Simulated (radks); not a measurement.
Q: These are the eigenvalues of the occupied orbitals of an atom or ion with whole-number occupations (Ry). Method: Dirac Kohn-Sham, BLYP, spin-unpolarised, spherical densities, finite nucleus; Fermi nuclear charge, rms radius of each element as measured or else 0.836 A^(1/3) + 0.57 fm; computed with a radial shooting solver on a logarithmic mesh with Libxc functionals.

orbital  eigenvalue
1s1/2     -5319.941
2s1/2     -973.2346
2p1/2     -934.0661
2p3/2     -828.2810
3s1/2     -273.3412
3p1/2     -255.8818
3p3/2     -232.7923
3d3/2     -203.4370
3d5/2     -198.4335
4s1/2     -101.8541
4p1/2     -94.45122
4p3/2     -88.27919
4d3/2     -76.07808
4d5/2     -74.83439
4f5/2     -59.66990

Which element is it, and in what charge state? The configuration may be excited. Open shells, if any, fill j = l - 1/2 first.

A: Z = 75, rhenium, charge +26: Re26+ in [Kr] 4d10 4f3. The list shows which subshells hold electrons but not how many an open one holds; the 1s level, -2660 hartree, gives Z - s = 72.9 by -(Z - s)^2/2, which with screening and relativity narrows Z to a few neighbours, and the depths of the outer levels then fix element, charge and occupations together.
